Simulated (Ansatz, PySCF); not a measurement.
Dimer: PH3 (SMILES P) (first 4 atoms) with H2 (SMILES [H][H]); geometry from B3LYP-D3(BJ)/def2-TZVP, rigid monomers moved along the line of their centres of mass till P1···H6 is 2.86 Å.
(charge 0, multiplicity 1):
```csv
atom,x (Å),y (Å),z (Å)
P,-0.1717,0.1568,-0.1407
H,-1.4919,-0.1172,0.2992
H,-0.4900,-0.0507,-1.5078
H,0.2610,-1.1800,0.0525
H,0.0458,-0.2564,3.1973
H,0.2710,0.2336,2.6842
```

Interaction energies are E(AB) − E(A) − E(B) at the monomers' geometry in the complex; basis-set methods are counterpoise corrected.

Run with Ansatz (Gaussian orbitals); PySCF for the dispersion terms. Each number belongs to the level named beside it.

**Question.** One of these levels gives -0.52 kcal/mol for the interaction energy. Which one is it?
A. HF/aug-cc-pV(D+d)Z
B. r2SCAN-D4/def2-TZVPPD
C. PBE-D3(BJ)/def2-TZVPPD

**Answer.** C, PBE-D3(BJ)/def2-TZVPPD. The others give 0.99 (HF/aug-cc-pV(D+d)Z), 0.03 (r2SCAN-D4/def2-TZVPPD)

Ansatz is a first-principles code.
